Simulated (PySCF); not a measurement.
Two species compared at the same levels of theory.

First species: trans-Sn(NH3)2Cl4.
SMILES: `[NH3]->[Sn](<-[NH3])([Cl])([Cl])([Cl])[Cl]`

Second species: C6H11NOSi.
InChI=1S/C6H11NOSi/c1-8-6-9-7-4-2-3-5-7/h2-5H,6,9H2,1H3

Levels: PBE0/def2-SVPD for dipole moment, HOMO energy, LUMO energy, HOMO–LUMO gap and static isotropic polarisability; TDDFT PBE0/def2-SVPD for lowest singlet excitation; TDA PBE0/def2-SVPD for lowest triplet excitation (Tamm–Dancoff); ΔSCF PBE0/def2-SVPD for vertical ionisation energy; PBE0-D3(BJ)/def2-SVP for rotational constant A and rotational constant C. Geometries: PBE0-D3(BJ)/def2-SVP. All species are isolated and taken at one optimised geometry (atoms past krypton carry core potentials, spin–orbit coupling is left out); the electronic structure was computed with PySCF and density fitting.

The conformers computed, where there is a choice (atom-mapped SMILES and torsion angles):
- `[CH3:1][O:2][CH2:3][SiH2:4][n:5]1[cH:6][cH:7][cH:8][cH:9]1`: C1–O2–C3–Si4 -92°, O2–C3–Si4–N5 175°, C3–Si4–N5–C6 -82°

Values for the first species:

- Dipole moment: 0.02 D
- HOMO energy: -7.84 eV
- LUMO energy: -2.26 eV
- HOMO–LUMO gap: 5.58 eV
- Lowest singlet excitation: 4.30 eV
- Lowest triplet excitation (Tamm–Dancoff): 4.05 eV
- Static isotropic polarisability: 118.7 au
- Vertical ionisation energy: 9.56 eV
- Rotational constant A: 0.855 GHz
- Rotational constant C: 0.621 GHz

**Question.** Estimate the same properties for the second species, and the change in each.

**Answer.** 
```
                                property      first     second  second less first
                           dipole moment     0.02 D     1.55 D            +1.53 D
                             HOMO energy   -7.84 eV   -6.24 eV           +1.60 eV
                             LUMO energy   -2.26 eV    0.33 eV           +2.59 eV
                           HOMO–LUMO gap    5.58 eV    6.57 eV           +0.99 eV
               lowest singlet excitation    4.30 eV    5.50 eV           +1.20 eV
lowest triplet excitation (Tamm–Dancoff)    4.05 eV    4.15 eV           +0.10 eV
         static isotropic polarisability   118.7 au   108.3 au           -10.4 au
              vertical ionisation energy    9.56 eV    8.14 eV           -1.42 eV
                   rotational constant A  0.855 GHz  4.068 GHz         +3.213 GHz
                   rotational constant C  0.621 GHz  0.592 GHz         -0.029 GHz
```

On the first: The vertical singlet–triplet gap S1 − T1 is 0.25 eV (TDDFT singlet less Tamm–Dancoff triplet; S1: HOMO→LUMO, weight 0.99; T1: HOMO→LUMO, weight 0.98). The principal polarisabilities are 109.7, 123.1 and 123.1 au; their mean is the isotropic value. Atoms past krypton carry effective core potentials; spin–orbit coupling is left out.

On the second: The vertical singlet–triplet gap S1 − T1 is 1.35 eV (TDDFT singlet less Tamm–Dancoff triplet). The ΔSCF ionisation energy exceeds −ε(HOMO) by 1.90 eV with PBE0.
